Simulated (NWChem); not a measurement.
SiNH3OClF; SMILES N[Si@@](O)(F)Cl

```xyz
8

N     -1.0047    -1.1857     1.0001
Si     0.0382    -0.3156    -0.0234
O      1.6123    -0.6065     0.3267
F     -0.3469    -0.7788    -1.5201
Cl    -0.1404     1.7244     0.0122
H     -0.9506    -1.0628     2.0049
H     -1.9588    -1.3565     0.7016
H      1.8392    -1.5345     0.4472
```
Atoms are numbered in this order, from 1.

Computed with NWChem. Pople sets run with spherical d functions. Coordinates come from a PBE0/def2-SVP optimisation. Atomic charges in e: unrestrained fits to the electrostatic potential beside Mulliken populations; buried atoms are poorly determined by the fit.

Question: Estimate the computed values for Hartree-Fock/6-31G*. Quantities: ESP N1; Mulliken N1; ESP Si2; Mulliken Si2; ESP O3; Mulliken O3; ESP F4; Mulliken F4; ESP Cl5; Mulliken Cl5; relative RMS misfit of the potential (%).

Answer: The ESP N1 is -1.13 and the Mulliken N1 is -1.06. The ESP Si2 comes out as 1.36, the Mulliken Si2 comes out as 1.50 and the ESP O3 comes out as -0.78. The Mulliken O3 is -0.86. The ESP F4 is -0.40, the Mulliken F4 is -0.52 and the ESP Cl5 comes out as -0.33. The Mulliken Cl5 comes out as -0.35. The relative RMS misfit of the potential (%) is 20.
